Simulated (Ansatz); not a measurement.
An input meant for GeH₂Cl₂⁻, that is GeCl2H2 with one electron more (charge -1, doublet; scaled by 0.92).

```yaml
crystal:
  periodic: [false, false, false]
  atoms:
    - {symbol: Ge, position_ang: [-0.133514, 0.000475, -0.093776]}
    - {symbol: Cl, position_ang: [-0.103407, -0.019213, 1.876306]}
    - {symbol: Cl, position_ang: [1.728174, 0.013325, -0.739524]}
    - {symbol: H, position_ang: [-0.749701, 1.191976, -0.509470]}
    - {symbol: H, position_ang: [-0.741553, -1.186563, -0.533545]}
basis:
  gaussian: {orbitals: def2-mTZVP, final_grid: {core_spheres: 1, valence_spheres: 1, degree: 5}}
total_charge: -1
magnetization: {spin_polarized: true, initial_magnetization: 1}
hamiltonian: {xc: {name: wB97M-V}}
accuracy: high
output: {forces: true}
```

```sh
$ ansatz run in.yaml --threads 4 --pin off --events-out ev --progress --plain --max-ram 3916MiB
```

It prints (some lines left out):

```
Functional definition: wB97M-V
1569 factors; integrals over basis functions are off by at most 4.6e-9 eV
303 factors; integrals over basis functions are off by at most 2.4e-9 eV
mean field evaluation 1: about -81589.1033 eV, gradient 1.9e1 eV
mean field evaluation 2: about -81589.7002 eV, gradient 1.8e1 eV
mean field evaluation 4: about -81590.3624 eV, gradient 4.8e-1 eV
mean field evaluation 8: about -81604.9043 eV, gradient 8.7e0 eV
mean field evaluation 16: about -81605.1390 eV, gradient 3.9e-3 eV
mean field evaluation 32: about -81605.3007 eV, gradient 2.4e0 eV
mean field -81605.49182795 eV, -2998.9465104881 hartree, gradient 1.6e-8 eV, S^2 0.750906; 4 other end points of the search recorded, 0 dependent functions left out
reference -81605.49182844 eV, -2998.9465105061 hartree; 35, 34 occupied and 51, 52 virtual orbitals, 1569 factors
Total energy: -81605.49182844 eV, -2998.9465105061 hartree
Atom 0 at    -0.133514     0.000475    -0.093776 Å, force    -4.510698     0.016297    -3.153595 eV/Å
Atom 1 at    -0.103407    -0.019213     1.876306 Å, force    -0.084097    -0.088441     8.767229 eV/Å
Atom 2 at     1.728174     0.013325    -0.739524 Å, force     8.237980     0.059248    -3.083175 eV/Å
Atom 3 at    -0.749701     1.191976    -0.509470 Å, force    -1.831424     2.920719    -1.235789 eV/Å
Atom 4 at    -0.741553    -1.186563    -0.533545 Å, force    -1.811761    -2.907823    -1.294669 eV/Å
Dipole moment:     0.295732    -0.001073     0.206495 e Å
```

Task: Something in this input is off. What?

Result: The integration grid is far too coarse. Self-consistency was reached. The result belongs to that input, not to the species as meant. The highest occupied level of an anion often lies above zero with these methods, and sets without diffuse functions describe the outer electron poorly.
